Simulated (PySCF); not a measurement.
Ge(F)2(Br)(OH) (BrF2GeHO), SMILES [OH][Ge]([F])([F])[Br]. Atoms are numbered in the order given.

```xyz
6

O      1.6671    -1.2495     0.0000
Ge     0.0053    -0.6577     0.0000
F     -0.8630    -1.2848     1.3717
F     -0.8630    -1.2848    -1.3717
Br     0.0099     1.6113     0.0000
H      1.6787    -2.2278     0.0000
```
Charge 0, spin multiplicity 1.

Coordinates come from a PBE-D3(BJ)/def2-SVP optimisation. The values are those of a single conformer.

These are PBE-D3(BJ)/def2-SVP (PySCF) values and carry that method's errors.

Frequencies are harmonic and unscaled.

| mode | ν (cm⁻¹) | IR (km/mol) | moving atoms (share of kinetic energy) |
|---|---|---|---|
| 1 | 85 | 59.8 | H 60 %, F 36 % |
| 2 | 147 | 0.3 | O 42 %, F 28 %, Br 13 %, Ge 12 % |
| 3 | 163 | 14.1 | F 43 %, H 29 %, Ge 17 %, Br 10 % |
| 4 | 222 | 23.9 | F 45 %, Br 27 %, O 22 % |
| 5 | 235 | 19.4 | F 76 %, Ge 18 % |
| 6 | 242 | 55.7 | O 53 %, F 27 %, Ge 13 % |
| 7 | 334 | 66.5 | Ge 52 %, Br 34 %, F 8 % |
| 8 | 683 | 55.4 | F 63 %, O 26 %, Ge 10 % |
| 9 | 722 | 73.4 | F 75 %, Ge 25 % |
| 10 | 739 | 93.9 | O 55 %, Ge 25 %, F 20 % |
| 11 | 907 | 71.0 | H 91 % |
| 12 | 3700 | 106.5 | H 94 % |
